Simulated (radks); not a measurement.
Question: All-electron atom: Tc- in [Kr] 4d6 5s2. Calculated with a radial shooting solver on a logarithmic mesh with Libxc functionals: scalar-relativistic Kohn-Sham, LDA (Slater exchange, VWN5 correlation), spin-polarised, spherical densities, point nucleus; open shells are filled with parallel spins first (spin-orbit coupling, left out, can overturn this in heavy ions); hard spherical wall at 1.5 bohr. Some entries of the table are withheld. Estimate them.

| orbital | occ. | eigenvalue (Ry) | <r^2> (bohr^2) | <1/r> (bohr^-1) |
|---|---|---|---|---|
| 1s up | 1 | -1515.340 | 0.001590 | 44.65 |
| 1s down | 1 | -1515.336 | 0.001590 | 44.65 |
| 2s up | 1 | -203.2213 | 0.02654 | 10.05 |
| 2s down | 1 | -203.0716 | 0.02653 | 10.06 |
| 2p up | 3 | -180.2442 | 0.02090 | 9.770 |
| 2p down | 3 | -180.1263 | 0.02088 | 9.773 |
| 3s up | 1 | -24.80660 | 0.2080 | 3.393 |
| 3s down | 1 | -24.70776 | 0.2078 | 3.392 |
| 3p up | 3 | -17.34259 | 0.2158 | 3.213 |
| 3p down | 3 | -17.23645 | 0.2154 | 3.213 |
| 3d up | 5 | -5.09624 | 0.2162 | 2.949 |
| 3d down | 5 | -4.95457 | 0.2157 | 2.949 |
| 4s up | 1 | 5.87692 | 0.8625 | 1.543 |
| 4s down | 1 | 6.17647 | 0.8617 | 1.545 |
| 4p up | 3 | 8.55173 | 0.8826 | 1.522 |
| 4p down | 3 | 8.85216 | 0.8822 | 1.523 |
| 4d up | 5 | 12.96903 | 0.8874 | 1.506 |
| 4d down | 1 | 13.27134 | 0.8874 | 1.505 |
| 4f up | 0 | 16.82557 | 0.9019 | (1) |
| 4f down | 0 | 17.10998 | 0.8994 | (2) |
| 5s up | 1 | 29.29240 | 0.9177 | 1.834 |
| 5s down | 1 | 29.50596 | 0.9182 | 1.834 |
| 5p up | 0 | 31.73517 | 0.8938 | 1.840 |
| 5p down | 0 | 31.94743 | 0.8941 | 1.841 |
| 6s up | 0 | 64.84416 | 0.8780 | 2.064 |
| 6s down | 0 | 65.05424 | 0.8782 | 2.064 |

Answer: 
(1) 4f up <1/r> (bohr^-1): 1.173
(2) 4f down <1/r> (bohr^-1): 1.176
